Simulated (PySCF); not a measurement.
**How methods differ on the ionisation energy of Sb³⁴⁺**

Sb³⁴⁺ [Ne] 3s2 3p5 [3p1/2^2 3p3/2^3, M_J = 3/2] → Sb³⁵⁺ [Ne] 3s2 3p4 [3p1/2^2 3p3/2^2, M_J = 2], as a difference of total energies. Computed with PySCF 2.14 in an even-tempered Gaussian basis (19 s from 6.2 bohr⁻², ratio 2.4; 14 p from 8.1 bohr⁻², ratio 2.4; 5 d from 32 bohr⁻², ratio 2.6; 4 f from 48 bohr⁻², ratio 2.6), with the two-component X2C-1e Hamiltonian. Correlated levels: 1s2 frozen; the 56 highest virtual spinors dropped. "Screened" scales the spin-orbit matrix elements by Boettger's factors to mimic the two-electron term; Breit and QED terms are absent.

```json
{"method": "GHF (spin-free)", "ionisation energy (eV)": "2283.4"}
{"method": "GMP2 (spin-free)", "ionisation energy (eV)": "2284.5"}
{"method": "GHF (screened spin-orbit)", "ionisation energy (eV)": "2266.8"}
{"method": "GMP2 (screened spin-orbit)", "ionisation energy (eV)": "2267.8"}
```

Breit and QED terms and the two-electron picture change are absent.

The spin-free rows relax to the high-spin LS determinant and lack the spin-orbit shift.

The labels give the starting determinants; with spin-orbit coupling the two ends relaxed to ⟨J²⟩ = 3.75, ⟨L²⟩ = 2.01, ⟨S²⟩ = 0.76 and ⟨J²⟩ = 6.00, ⟨L²⟩ = 3.08, ⟨S²⟩ = 1.47.

For comparison: 2266 ± 5 eV (theoretical estimate listed by NIST; NIST Atomic Spectra Database, ionization energies).
